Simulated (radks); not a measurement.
Values are calculated unless marked as measured or tabulated.
Fractional charge and spin in the 5d shell of mercury: the spin-up occupation runs from 4 to 5 and the spin-down occupation from 4 to 5; the fullest corner is Hg, [Xe] 4f14 6s2 5d(up 5, down 5). Level of theory: scalar-relativistic Kohn-Sham, PBE, spin-polarised, spherical densities, finite nucleus; Fermi nuclear charge, rms radius of each element as measured or else 0.836 A^(1/3) + 0.57 fm (a radial shooting solver on a logarithmic mesh with Libxc functionals). Energy (eV) minus the two flat planes that join the four corners (they meet along the diagonal where the two added fractions sum to one electron); zero is where a piecewise linear energy would lie.

down \ up       4     4.5       5
4           0.000  -1.589   0.000
4.5        -1.589   0.166  -1.407
5           0.000  -1.407   0.000

Corners above the fullest one (they belong to Hg+ and the next ion): (up 5, down 4) 15.355 eV, (up 4, down 5) 15.355 eV, (up 4, down 4) 43.382 eV. With half an added electron in each spin the energy lies 0.166 eV from the planes, and with half an added electron in spin up alone -1.589 eV. The planes are only a guide here: the flat-plane condition holds for ground states with one frontier orbital, while this shell lies below other occupied shells, so the corners above the fullest one are inner-hole states and not the ground states of those ions.
